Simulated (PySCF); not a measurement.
AgCl, triplet, at a GFN2-xTB geometry (such geometries of metal compounds can be far from the true shape) (the multiplicity is a formal guess) (core potentials on Ag), with bond 1-2 at 2.0 times its length; PBE/def2-SVP run with PySCF.

Here is a job for PySCF.
```python
from pyscf import gto, scf, dft

mol = gto.M(
    atom='''
Ag    0.000000    0.000000   -3.141064
Cl    0.000000    0.000000    1.822593
''',
    basis='def2-svp',
    ecp={'Ag': 'def2-svp'},
    charge=0,
    spin=2,
    verbose=4,
)

mf = dft.UKS(mol)
mf.xc = 'pbe'
mf.conv_tol_grad = 1e-7
mf.kernel()
```

Task: What does PySCF print? Leave out banner, timings and long lists.

Result: 
```
PySCF version 2.14.0

[INPUT] verbose = 4
[INPUT] num. atoms = 2
[INPUT] num. electrons = 36
[INPUT] charge = 0
[INPUT] spin (= nelec alpha-beta = 2S) = 2
[INPUT] symmetry False subgroup None
[INPUT] Mole.unit = angstrom
[INPUT] Symbol           X                Y                Z      unit          X                Y                Z       unit  Magmom
[...]
nuclear repulsion = 34.4351431066168
number of shells = 19
number of NR pGTOs = 93
number of NR cGTOs = 49
basis = def2-svp
ecp = {'Ag': 'def2-svp'}

******** <class 'pyscf.dft.uks.UKS'> ********
method = UKS
initial guess = minao
damping factor = 0
level_shift factor = 0
DIIS = <class 'pyscf.scf.diis.CDIIS'>
diis_start_cycle = 1
diis_space = 8
diis_damp = 0
SCF conv_tol = 1e-09
SCF conv_tol_grad = 1e-07
SCF max_cycles = 50
direct_scf = True
direct_scf_tol = 1e-13
number electrons alpha = 19  beta = 17
XC library pyscf.dft.libxc version 7.1.2
    S. Lehtola, C. Steigemann, M. J. T. Oliveira, and M. A. L. Marques,  SoftwareX 7, 1–5 (2018)
XC functionals = pbe
    J. P. Perdew, K. Burke, and M. Ernzerhof,  Phys. Rev. Lett. 77, 3865 (1996)
    J. P. Perdew, K. Burke, and M. Ernzerhof,  Phys. Rev. Lett. 78, 1396 (1997)
    J. P. Perdew, K. Burke, and M. Ernzerhof,  Phys. Rev. Lett. 77, 3865 (1996)
    J. P. Perdew, K. Burke, and M. Ernzerhof,  Phys. Rev. Lett. 78, 1396 (1997)
radial grids:
    Treutler-Ahlrichs [JCP 102, 346 (1995); DOI:10.1063/1.469408] (M4) radial grids

becke partition: Becke, JCP 88, 2547 (1988); DOI:10.1063/1.454033
pruning grids: <function nwchem_prune>
grids dens level: 3
symmetrized grids: False
atomic radii adjust function: <function treutler_atomic_radii_adjust>
small_rho_cutoff = 0
tot grids = 41320
init E= -594.421235995342

cycle= 1 E= -597.719299957313  delta_E= -3.3  |g|= 2.38  |ddm|= 4.47

cycle= 2 E= -441.816674996037  delta_E=  156  |g|= 3.61  |ddm|= 14.8

cycle= 3 E= -585.006429662361  delta_E= -143  |g|= 2.29  |ddm|= 16.3
cycle= 4 E= -596.841498295036  delta_E= -11.8  |g|=    2  |ddm|= 4.44
cycle= 5 E= -596.848112277619  delta_E= -0.00661  |g|= 1.99  |ddm|= 0.251
cycle= 6 E= -596.866411965051  delta_E= -0.0183  |g|= 1.99  |ddm|= 0.0275

cycle= 7 E= -596.600810431603  delta_E= 0.266  |g|= 1.97  |ddm|= 1.47

cycle= 8 E= -596.408449826456  delta_E= 0.192  |g|=    2  |ddm|= 1.54

cycle= 9 E= -596.345844527683  delta_E= 0.0626  |g|= 2.01  |ddm|= 1.55
cycle= 10 E= -596.823065099354  delta_E= -0.477  |g|= 2.03  |ddm|= 1.57

[...]
cycle= 19 E= -596.309338468939  delta_E= -0.318  |g|=    2  |ddm|= 1.65

cycle= 20 E= -441.67767453412  delta_E=  155  |g|= 3.55  |ddm|= 15.1
cycle= 21 E= -596.265919806201  delta_E= -155  |g|=    2  |ddm|= 15.2
cycle= 22 E= -596.141640254301  delta_E= 0.124  |g|= 2.03  |ddm|= 1.62
cycle= 23 E= -596.230138343798  delta_E= -0.0885  |g|= 2.02  |ddm|= 1.63
cycle= 24 E= -596.143282578534  delta_E= 0.0869  |g|= 2.02  |ddm|= 0.435
cycle= 25 E= -596.161748827794  delta_E= -0.0185  |g|= 2.01  |ddm|= 0.275
cycle= 26 E= -596.351680901869  delta_E= -0.19  |g|=    2  |ddm|= 0.447
cycle= 27 E= -596.076674029826  delta_E= 0.275  |g|= 2.04  |ddm|= 0.585
cycle= 28 E= -596.330035845779  delta_E= -0.253  |g|= 2.01  |ddm|= 1.43

cycle= 29 E= -441.626802066209  delta_E=  155  |g|= 3.62  |ddm|=   15
cycle= 30 E= -596.566609271002  delta_E= -155  |g|= 1.98  |ddm|=   15

cycle= 31 E= -605.257365273621  delta_E= -8.69  |g|= 1.32  |ddm|= 2.66

cycle= 32 E= -588.273322619314  delta_E=   17  |g|= 2.06  |ddm|=  6.3

cycle= 33 E= -592.883280160606  delta_E= -4.61  |g|= 2.02  |ddm|=  5.4

cycle= 34 E= -593.048518417672  delta_E= -0.165  |g|=    2  |ddm|= 0.17

cycle= 35 E= -592.766641573774  delta_E= 0.282  |g|= 2.06  |ddm|= 0.405

cycle= 36 E= -591.950291399896  delta_E= 0.816  |g|= 2.52  |ddm|=  1.5

cycle= 37 E= -588.890109403259  delta_E= 3.06  |g|= 2.06  |ddm|= 4.47
cycle= 38 E= -580.303025781782  delta_E= 8.59  |g|= 3.62  |ddm|= 12.3

cycle= 39 E= -606.443628414818  delta_E= -26.1  |g|= 0.706  |ddm|= 9.55
cycle= 40 E= -606.173912042725  delta_E= 0.27  |g|= 0.601  |ddm|= 1.94

cycle= 41 E= -606.734613216474  delta_E= -0.561  |g|= 0.134  |ddm|= 1.79

cycle= 42 E= -606.324850933428  delta_E= 0.41  |g|= 0.528  |ddm|= 1.19

cycle= 43 E= -606.739809416672  delta_E= -0.415  |g|= 0.0879  |ddm|= 1.16

cycle= 44 E= -606.742471019733  delta_E= -0.00266  |g|= 0.0475  |ddm|= 0.0593

cycle= 45 E= -606.743235389722  delta_E= -0.000764  |g|= 0.0308  |ddm|= 0.0343

cycle= 46 E= -606.743675919058  delta_E= -0.000441  |g|= 0.0147  |ddm|= 0.0407

cycle= 47 E= -606.328977992258  delta_E= 0.415  |g|= 0.524  |ddm|= 1.15

cycle= 48 E= -606.328734295799  delta_E= 0.000244  |g|= 0.525  |ddm|= 0.0495

cycle= 49 E= -606.328423695741  delta_E= 0.000311  |g|= 0.525  |ddm|= 0.0267

cycle= 50 E= -606.328829286959  delta_E= -0.000406  |g|= 0.524  |ddm|= 0.0778
SCF not converged.
SCF energy = -606.328829286959 after 50 cycles  <S^2> = 2.0029773  2S+1 = 3.0019842
```

The run did not converge; its last values are not results.
